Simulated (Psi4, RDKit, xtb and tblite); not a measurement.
Conformational energy of C₂H₇NSi₂, SMILES [SiH2](C[SiH3])C#N, singlet. Scanned: dihedral C2–Si3–C4–Si5; all other coordinates were relaxed at GFN2-xTB. Points at φ and −φ are mirror images. Heavy atoms are numbered in the order of the SMILES N#C[SiH2]C[SiH3], hydrogens after them in the order of the atoms that carry them; the mirror image has the same energies with the sign of each dihedral reversed.

Levels of theory: PBE/def2-TZVP // GFN2-xTB (Psi4); UFF // GFN2-xTB (RDKit); GFN2-xTB (xtb and tblite).

Energies in mEh, each method relative to its own lowest point.

```csv
φ / °,PBE/def2-TZVP,UFF,GFN2-xTB
-160,0.4,0.8,0.5
-140,1.3,2.6,1.3
-120,1.9,3.6,1.7
-100,1.5,2.7,1.2
-80,0.7,0.9,0.4
-60,0.4,0.2,0.0
-40,0.9,1.5,0.5
-20,1.7,3.7,1.3
0,2.1,4.8,1.7
20,1.7,3.7,1.3
40,0.9,1.5,0.5
60,0.4,0.2,0.0
80,0.7,0.9,0.4
100,1.5,2.7,1.2
120,1.9,3.6,1.7
140,1.3,2.6,1.3
160,0.4,0.8,0.5
180,0.0,0.0,0.1
```
